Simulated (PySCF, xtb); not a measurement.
TiOF, SMILES [F][Ti]=[O] (connectivity only; charge and spin as stated), neutral, multiplicity 2.

Harmonic wavenumbers (cm⁻¹) from GFN2-xTB run with xtb at its own minimum, in rising order: 123, 535, 900.

Question: What does PySCF with PBE-D3(BJ)/def2-TZVP give at its own minimum? (Estimate from the structure and the level; the computed values follow.)

Answer: 219, 679, 1017. Paired by order, the mean absolute difference is 119 cm⁻¹ and the zero-point energies are 2.2 and 2.7 kcal/mol.
